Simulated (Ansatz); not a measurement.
```yaml
crystal:
  periodic: [false, false, false]
  atoms:
    - {symbol: B, position_ang: [0.560135, 1.694496, 0.582697]}
    - {symbol: N, position_ang: [-0.218355, 0.616469, 0.390756]}
    - {symbol: Si, position_ang: [-0.120225, -0.788302, -0.536305]}
    - {symbol: O, position_ang: [-0.818845, -2.023566, 0.192467]}
    - {symbol: F, position_ang: [-0.722839, -0.546353, -1.969097]}
    - {symbol: H, position_ang: [1.592919, 1.603688, 0.072810]}
    - {symbol: H, position_ang: [0.488115, 2.663958, 1.317742]}
    - {symbol: H, position_ang: [-1.161951, 0.640551, 0.994853]}
    - {symbol: H, position_ang: [1.493856, -0.915449, -0.796521]}
    - {symbol: H, position_ang: [-0.973155, -2.861942, -0.308553]}
basis:
  gaussian: {orbitals: x2c-TZVPPall}
hamiltonian: {xc: {name: HF}}
correlation: {method: mp2}
```

```sh
$ ansatz run in.yaml --threads 4 --pin off --events-out ev --progress --plain --max-ram 10444MiB
```

Output, abridged:

```
Functional definition: HF
1419 factors; integrals over basis functions are off by at most 1.1e-3 eV
mean field evaluation 1: about -14861.8351 eV, gradient 5.0e1 eV
mean field evaluation 2: about -14862.0494 eV, gradient 5.0e1 eV
mean field evaluation 4: about -14866.6586 eV, gradient 3.5e0 eV
mean field evaluation 8: about -14866.7180 eV, gradient 2.7e-1 eV
mean field -14866.71822400 eV, -546.3418177084 hartree, gradient 2.7e-6 eV, S^2 0.000000; 0 other end points of the search recorded, 0 dependent functions left out
9 core orbitals not correlated: weight in the atoms' cores, before any rotation towards them, 1.000 or more for the frozen orbitals, at most 0.000 for the correlated occupied ones
reference -14866.71822400 eV, -546.3418177084 hartree; 15, 15 occupied and 212, 212 virtual orbitals, 1419 factors
second order -25.05566999 eV of doubles, -0.00000000 eV of singles
Total energy: -14891.77389399 eV, -547.2625965971 hartree
Relativity: scalar
```

Run time 2.7 s (4 threads of an Arm Neoverse V1 on a shared host); peak host memory 0.53 GiB.
